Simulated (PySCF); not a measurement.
SMILES [Se]([CH2])C (C₂H₅Se), doublet at its CAM-B3LYP/def2-SVP optimised geometry (Å):

```
8

C      1.3330    -0.7043     0.0000
Se    -0.5123    -0.7043     0.0000
C     -0.8071     1.2157     0.0000
H      1.8414    -1.6683    -0.0141
H      1.8916     0.2165     0.1714
H     -0.3568     1.6683     0.8927
H     -0.3840     1.6644    -0.9075
H     -1.8916     1.3823     0.0176
```

Calculation: unrestricted CAM-B3LYP/def2-TZVP (PySCF). Cells within 0.4 Å of a nucleus heavier than hydrogen are left out (blank, or x).

Map of the HOMO−1 amplitude (α) (bohr^(-3/2)) on the plane z = 0.0 Å; orbital energy -9.70 eV, overall sign arbitrary:

```
|5555555555555555555555555555555|
|5555555555555555555555555555555|
|5555555555555555555555555555555|
|5555555555555555555555555555555|
|5555555555555555555555555555555|
|5555555555544445555555555555555|
|5555555555444444455555555555555|
|5555555554444444455555555555555|
|5555555554433344455555555555555|
|555555555443x344555555555555555|
|55555555555xxx55555554445555555|
|55555555566xxx66555444444455555|
|5555555556789976655444344445555|
|5555555556788887655433233445555|
|5555555555677887665432123445555|
|5555555555566787765321123444555|
|5555555444445567776410023445555|
|555555444333xxx6777xxx123445555|
|555555443322xxx6778xxx334445555|
|5555554432113x456789x6544555555|
|5555554433211234567887655555555|
|5555554443221234566777765555555|
|5555554444333334556667765555555|
|5555555444443444555666665555555|
|5555555544444445555566655555555|
|5555555555444455555555555555555|
|5555555555555555555555555555555|
|5555555555555555555555555555555|
|5555555555555555555555555555555|
|5555555555555555555555555555555|
|5555555555555555555555555555555|
```
Scale: ten equal steps from -0.055 (start of '0') to 0.045 (end of '9'), in the order '0123456789'; x runs from -4.00 to 4.00, y from -4.00 (bottom) to 4.00 (top).
